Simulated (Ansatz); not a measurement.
System: C2H10N2Si, net charge 0, singlet state. SMILES: C[Si](C)(N)N
Coordinates optimised at B3LYP-D3(BJ)/def2-TZVP (Ansatz, a program for electronic structure):
```
Si
N 1 1.7232
H 2 1.0068 1 121.33
H 2 1.0076 3 111.68 1 153.04
N 1 1.7232 2 105.71 3 -155.67
H 5 1.0068 1 121.33 2 -155.67
H 5 1.0076 6 111.68 1 153.04
C 1 1.8762 2 116.01 3 88.02
H 8 1.0921 1 111.16 2 56.78
H 8 1.0924 9 107.87 1 121.52
H 8 1.0936 9 107.89 10 115.76
C 1 1.8762 2 105.35 3 -32.33
H 12 1.0921 1 111.16 2 -59.73
H 12 1.0924 13 107.87 1 121.52
H 12 1.0936 13 107.89 14 115.76
```
Charge 0, spin multiplicity 1.

Atomisation energy built up term by term with Ansatz (kcal/mol; UHF references for open shells; valence terms freeze the core; atomic spin-orbit terms are left out). CBS(X,Y): correlation extrapolated as X^-3; Hartree-Fock from the larger set.

| term | basis | kcal/mol |
|---|---|---|
| Hartree-Fock | cc-pV(Q+d)Z | [?] |
| CCSD correlation | CBS(cc-pV(T+d)Z,cc-pV(Q+d)Z) | [?] |
| (T) | CBS(cc-pV(T+d)Z,cc-pV(Q+d)Z) | 18.28 |
| core correlation | cc-pwCVTZ | 4.01 |
| scalar relativity (X2C) | cc-pVTZ-DK against cc-pVTZ | -1.73 |
| sum: De |  | [?] |

Task: Some entries are withheld; supply them.

Result: 
- Hartree-Fock, kcal/mol: 967.94
- CCSD correlation, kcal/mol: 342.17
- sum: De, kcal/mol: 1330.7
